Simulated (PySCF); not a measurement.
# Nb⁺: excitation energy

Nb⁺ [Kr] 4d4 (5D) → Nb⁺ [Kr] 4d3 5p1 (high-spin determinant), as a difference of total energies. All numbers are calculated (PySCF 2.14, a scalar-relativistic core potential, in aug-cc-pVDZ-PP with ECP28MDF (5s5p4d2f, 54 functions)). Correlated levels: valence: 4s2 4p6 frozen. The calculations carry no spin-orbit coupling.

```tsv
method	excitation energy (cm⁻¹)
UHF	31815
PBE	34724
PBE0	35181
BHandHLYP	34457
r2SCANh	34150
BLYP	33615
MP2 (valence)	33546
SCS-MP2 (valence)	32392
```

The determinant of the upper state mixes LS terms, which raises its energy above the lowest term, most at the Hartree-Fock and MP2 levels.
